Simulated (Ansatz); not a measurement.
Relaxation of C2H5BrOSi (10 atoms, charge 0, multiplicity 1), to a largest force component of 0.02 eV/Å in at most 50 steps.

The calculation used RHF/def2-SVP in Ansatz.

```xyz
10
Properties=species:S:1:pos:R:3:forces:R:3
Si -1.056 -1.000 1.119 -1.24 1.95 0.48
O -0.453 -0.371 -0.304 1.64 0.84 -1.67
C 0.570 0.513 -0.298 -5.42 2.41 2.17
C 1.233 1.019 -1.397 -6.22 0.03 -2.47
Br 0.642 0.615 -3.148 0.21 -0.06 -0.77
H -0.059 -1.654 1.881 1.00 -0.79 0.55
H -1.576 0.178 1.937 0.23 -0.67 -0.37
H -2.184 -1.865 0.799 -0.10 -0.30 -0.25
H 1.559 0.358 -0.593 8.13 -5.16 1.99
H 1.992 1.703 -1.321 1.77 1.75 0.36
```

**Question.** Where does it end, and by what steps?

**Answer.** The run converged. After 15 steps the energy has fallen by 3.070 eV; H9 moved furthest, 1.09 Å. The start is strongly strained (largest force component 8 eV/Å), so its close contacts needn't be bonds. Parted: C3–H9 (1.04 → 2.09 Å).

```csv
step,energy less start (eV),largest force component (eV/Å),accepted
0,0.0000,8.129,yes
1,-1.3352,3.546,yes
2,-1.7462,1.115,yes
3,-1.8617,1.285,yes
4,-2.2971,2.232,yes
5,-2.8175,1.202,yes
6,-2.9349,0.560,yes
7,-2.7300,2.004,no
8,-3.0002,0.221,yes
9,-3.0311,0.154,yes
10,-3.0467,0.484,yes
11,-3.0603,0.313,yes
12,-3.0615,0.387,yes
13,-3.0673,0.129,yes
14,-3.0688,0.100,yes
15,-3.0698,0.010,yes
```

```xyz
10
Properties=species:S:1:pos:R:3
Si -1.184 -0.915 1.171
O -0.321 -0.314 -0.178
C 0.734 0.396 -0.011
C 1.363 0.842 -1.283
Br 0.527 0.340 -2.982
H -0.279 -1.753 1.973
H -1.698 0.226 1.944
H -2.281 -1.709 0.598
H 2.381 0.457 -1.298
H 1.424 1.928 -1.262
```

Whether the end is a true minimum wasn't checked by a vibrational analysis.

The run took 29 s on 2 threads of AMD EPYC 7R13 Processor (Zen 3), on a shared host, peak memory 0.29 GiB.
